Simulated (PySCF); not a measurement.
Match the calculated data to a structure.

All candidates are C8H13F.

| technique | computed result |
| --- | --- |
| 13C NMR | chemical shifts (computed TMS as zero) by class: 100.9 (1 C), 46.7 (1 C), 41.5 (1 C), 38.7 (1 C), 36.9 (1 C), 35.4 (1 C), 30.1 (1 C), 23.4 (1 C) ppm [GIAO B3LYP/pcSseg-1] |
| NMR, other nuclei | isotropic shieldings of nuclei other than C and H, by class: 349 (1 F) ppm [GIAO B3LYP/pcSseg-1] |
| Dipole | 2.19 D [CAM-B3LYP/def2-SVPD] |
| XPS | C1s 290.3, C1s 290.4, C1s 290.4, C1s 290.4, C1s 290.5, C1s 290.5, C1s 290.6, C1s 292.4, F1s 691.7 eV [ΔSCF SCAN, pcX-2 on the ionised atom, pcseg-1 elsewhere, spin-free X2C] |
| UV, first state | lowest singlet excitation: 8.25 eV (150 nm, f = 0.001) [TDDFT CAM-B3LYP/def2-SVPD] |
| Rotational structure | rotational constants A, B, C: 2.425, 1.698, 1.407 GHz [PBE0-D3(BJ)/def2-SVP] |
| 1H NMR | chemical shifts (computed TMS as zero) by class: 1.92 (1 H), 1.89 (1 H), 1.89 (1 H), 1.82 (1 H), 1.66 (1 H), 1.63 (1 H), 1.58 (1 H), 1.54 (1 H), 1.46 (1 H), 1.26 (1 H), 1.24 (1 H), 1.20 (1 H), 1.17 (1 H) ppm [GIAO B3LYP/pcSseg-1] |
| UV, strongest line | among the 10 lowest singlet transitions: S10 at 9.26 eV (134 nm, f = 0.064) [TDDFT CAM-B3LYP/def2-SVPD] |
| Polarisability | 86.9 au [CAM-B3LYP/def2-SVPD] |
| Valence photoelectron | vertical ionisation energy: 10.48 eV [ΔSCF CAM-B3LYP/def2-SVPD] |

Gas-phase values; electronic properties from PySCF, density fitting. Levels stand in brackets. Isolated species at its PBE0-D3(BJ)/def2-SVP geometry, gas phase. NMR classes are plain means over equivalent atoms (diastereotopic ones count apart unless rotation or inversion swaps them), as if these changed places fast.

Question: Which candidate is it?
A. `C=C1CCC[C@H](CF)C1`
B. `FC12CCC(CC1)CC2`
C. `FC[C@H]1CCC12CCC2`
D. `F[C@@]12CCC[C@@H](CC1)C2`

Answer: D. It is `F[C@@]12CCC[C@@H](CC1)C2`. Numbering: `[F:1][C@@:2]12[CH2:3][CH2:4][CH2:5][C@@H:6]([CH2:7][CH2:8]1)[CH2:9]2`. Its formula, C8H13F, gives 2 degrees of unsaturation: 2 rings and 0 π bonds in the structure found. 8 carbons fall into 8 classes; from least to most shielded: sp3 C–F carbon [C2] (100.9 ppm), ring CH2 carbon [C9] (46.7 ppm), ring CH2 carbon [C3] (41.5 ppm), sp3 carbon at a ring junction [C6] (38.7 ppm), ring CH2 carbon [C8] (36.9 ppm), ring CH2 carbon [C5] (35.4 ppm), ring CH2 carbon [C7] (30.1 ppm), ring CH2 carbon [C4] (23.4 ppm). Hydrogen classes from least to most shielded: 1 H on an sp3 carbon at a ring junction, C6 (1.92 ppm), 1 H on a ring CH2 carbon, C7 (1.89 ppm), 1 H on a ring CH2 carbon, C9 (1.89 ppm), 1 H on a ring CH2 carbon, C8 (1.82 ppm), 1 H on a ring CH2 carbon, C3 (1.66 ppm), 1 H on a ring CH2 carbon, C3 (1.63 ppm), 1 H on a ring CH2 carbon, C8 (1.58 ppm), 1 H on a ring CH2 carbon, C4 (1.54 ppm), 1 H on a ring CH2 carbon, C4 (1.46 ppm), 1 H on a ring CH2 carbon, C5 (1.26 ppm), 1 H on a ring CH2 carbon, C7 (1.24 ppm), 1 H on a ring CH2 carbon, C5 (1.20 ppm); 1 more class is left out. The other shieldings belong to: 349 ppm, alkyl fluorine [F1]. The core levels belong to: C1s 290.3 eV, ring CH2 carbon [C9]; C1s 290.4 eV, ring CH2 carbon [C8]; C1s 290.4 eV, ring CH2 carbon [C5]; C1s 290.4 eV, ring CH2 carbon [C3]; C1s 290.5 eV, ring CH2 carbon [C7]; C1s 290.5 eV, sp3 carbon at a ring junction [C6]; C1s 290.6 eV, ring CH2 carbon [C4]; C1s 292.4 eV, sp3 C–F carbon [C2]; F1s 691.7 eV, alkyl fluorine [F1]. The first electron is taken from the HOMO, whose largest Löwdin shares are 0.15 on a ring CH2 carbon, 0.15 on the sp3 C–F carbon, 0.12 on the alkyl fluorine and 0.10 on the sp3 carbon at a ring junction. The optimised geometry has point group C1 and is an asymmetric top.

The others, at the same levels:
- `FC[C@H]1CCC12CCC2` fails: its computed core binding energies are C1s 290.3, C1s 290.3, C1s 290.4, C1s 290.4, C1s 290.4, C1s 290.4, C1s 290.5, C1s 292.7, F1s 692.1 eV, rotational constant A is 2.840 GHz (against 2.425 GHz) and smallest rotational constant is 0.934 GHz (against 1.407 GHz).
- `FC12CCC(CC1)CC2` fails: its computed core binding energies are C1s 290.4 (×3), C1s 290.5, C1s 290.5 (×3), C1s 292.3, F1s 691.7 eV, lowest singlet excitation is 7.91 eV (157 nm, f = 0.002 summed over 2 states within 0.01 eV) (against 8.25 eV) and vertical ionisation energy is 10.25 eV (against 10.48 eV).
- `C=C1CCC[C@H](CF)C1` fails: its computed lowest singlet excitation is 6.90 eV (180 nm, f = 0.135) (against 8.25 eV), vertical ionisation energy is 9.11 eV (against 10.48 eV) and strongest line among the 10 lowest singlet transitions is S2 at 7.05 eV (176 nm, f = 0.294) (against S10 at 9.26 eV).

Each candidate is one conformer, not necessarily the lowest. Dipoles, sizes and rotational constants follow the conformer. The torsions of the flexible species, by atom-mapped SMILES:
- `[F:1][CH2:2][C@H:3]1[CH2:4][CH2:5][C:6]12[CH2:7][CH2:8][CH2:9]2`: F1–C2–C3–C4 71°

The conformers of `F[C@@]12CCC[C@@H](CC1)C2`, `FC12CCC(CC1)CC2` and `C=C1CCC[C@H](CF)C1` aren't listed.
